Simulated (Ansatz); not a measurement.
Ideal-gas functions of CH$_{4}$BFN$_{2}$, SMILES `FB1NCN1` at 298.15 K and 1 bar, from an Ansatz frequency run at PBE0-D4/def2-TZVP.

Molar mass 73.87 g/mol, point group C2 (symmetry number 2), electronic degeneracy 1, moments of inertia 40.156, 110.599, 146.696 u Å². Harmonic wavenumbers (cm⁻¹, unscaled): 250, 386, 416, 502, 645, 675, 963, 989, 1047, 1083, 1156, 1183, 1222, 1274, 1425, 1515, 1567, 3029, 3074, 3683, 3688.

Use S(trans) = R[1.5 ln M + 2.5 ln T − 1.1517]; rotational temperatures θ = 24.2544 K / I; S(rot) = R[ln(√π/σ · √(T³/θAθBθC)) + 1.5]; for each mode x = 1.438777 ν̃/T, S = R[x/(eˣ − 1) − ln(1 − e⁻ˣ)] and H = RT x/(eˣ − 1); 1 cm⁻¹ = 0.0119627 kJ/mol; R = 8.31446 J/(mol·K).

Q: By hand: the entropy, in J/(mol·K).

A: Translation 162.5. Rotation: θ = 0.604, 0.2193, 0.1653 K, giving 98.4. Vibration, mode by mode: 7.24, 4.25, 3.79, 2.73, 1.58, 1.41, 0.45, 0.41, 0.32, 0.28, 0.21, 0.19, 0.16, 0.13, 0.07, 0.05, 0.04, 0.00, 0.00, 0.00, 0.00, in all 23.3. Electronic 0.0. Sum 284.2 J/(mol·K).

Q: By hand: H − E and G − E in kJ/mol, counted from the electronic energy.

A: Zero-point energy ½ × 29772 × 0.0119627 = 178.1; thermal vibration 4.7; translation, rotation and pV give 4 RT = 9.9. H − E = 192.7 kJ/mol, and G − E = 192.7 − 298.15 × 284.2/1000 = 108.0 kJ/mol.

Vibration gives 8 % of the entropy. The sum counts one conformer and one mirror image; others add a mixing term.
